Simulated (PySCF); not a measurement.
Ground-state electric properties of a mixed set of molecules.

All values: CAM-B3LYP/def2-SVPD (PySCF) at GFN2-xTB geometries, gas phase, one conformer each. Core orbitals are frozen in the response; Δα² is half the sum of the squared differences of the principal polarisabilities. Dipoles and anisotropies that the point group forbids are given as zero.

(1) Rank by dipole moment, highest first.
A. `n1cncnc1` (1,3,5-triazine)
B. `[CH3:1][CH2:2][CH2:3][NH:4][NH:5][CH3:6]` with C1–C2–C3–N4 180°, C2–C3–N4–N5 -71°, C3–N4–N5–C6 -86°
C. `[CH2:1]=[CH:2][CH2:3][CH2:4][CH3:5]` with C1–C2–C3–C4 118°, C2–C3–C4–C5 180° (1-pentene)
D. `[F:1][CH:2]([F:3])[CH2:4][S:5][SiH2:6][SiH3:7]` with F1–C2–C4–S5 -79°, C2–C4–S5–Si6 78°, C4–S5–Si6–Si7 160°

(2) Rank by HOMO–LUMO gap, highest first.
A. `CCCNNC`
B. `C(CC=C)C`
C. `c1ncncn1`
D. `FC(F)CS[SiH2][SiH3]`

Results:

(1) B (1.77 D), D (1.49 D), C (0.41 D), A (0.00 D).

(2) B (10.23 eV), A (9.27 eV), C (9.05 eV), D (8.91 eV).

All values together:

| SMILES | formula | μ (D) | HOMO (eV) | LUMO (eV) | α (Å³) | Δα (Å³) | electrons | α per electron (Å³) |
| --- | --- | --- | --- | --- | --- | --- | --- | --- |
| CC(C)(C)NN | C4H12N2 | 1.92 | -7.97 | 1.19 | 10.04 | 0.98 | 50 | 0.201 |
| c1ncncn1 | C3H3N3 | 0.00 | -9.57 | -0.52 | 7.31 | 3.95 | 42 | 0.174 |
| FC(F)CS[SiH2][SiH3] | C2H8F2SSi2 | 1.49 | -8.50 | 0.41 | 15.51 | 6.57 | 82 | 0.189 |
| CCCNNC | C4H12N2 | 1.77 | -7.96 | 1.31 | 10.18 | 2.54 | 50 | 0.204 |
| C=CCCC | C5H10 | 0.41 | -8.73 | 1.50 | 9.32 | 3.71 | 40 | 0.233 |

Conformers: `[CH3:1][C:2]([CH3:3])([CH3:4])[NH:5][NH2:6]` with C2–N5–N6–H 43° and -77°; `[F:1][CH:2]([F:3])[CH2:4][S:5][SiH2:6][SiH3:7]` with F1–C2–C4–S5 -79°, C2–C4–S5–Si6 78°, C4–S5–Si6–Si7 160°; `[CH3:1][CH2:2][CH2:3][NH:4][NH:5][CH3:6]` with C1–C2–C3–N4 180°, C2–C3–N4–N5 -71°, C3–N4–N5–C6 -86°; `[CH2:1]=[CH:2][CH2:3][CH2:4][CH3:5]` with C1–C2–C3–C4 118°, C2–C3–C4–C5 180°.
